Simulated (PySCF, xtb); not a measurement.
NbOF3, SMILES [O]=[Nb]([F])([F])[F], multiplicity 1.

Harmonic wavenumbers (cm⁻¹) from GFN2-xTB (xtb 6.7.1) at its own minimum, in rising order: 141, 141, 180, 223, 223, 454, 493, 493, 831.

Task: What does B3LYP-D3(BJ)/def2-SVP (PySCF 2.14.0) give at its own minimum? (Estimate from the structure and the level; the computed values follow.)

Result: 167, 167, 203, 263, 263, 702, 733, 733, 1056. Paired by order, the mean absolute difference is 123 cm⁻¹ and the zero-point energies are 4.5 and 6.1 kcal/mol.
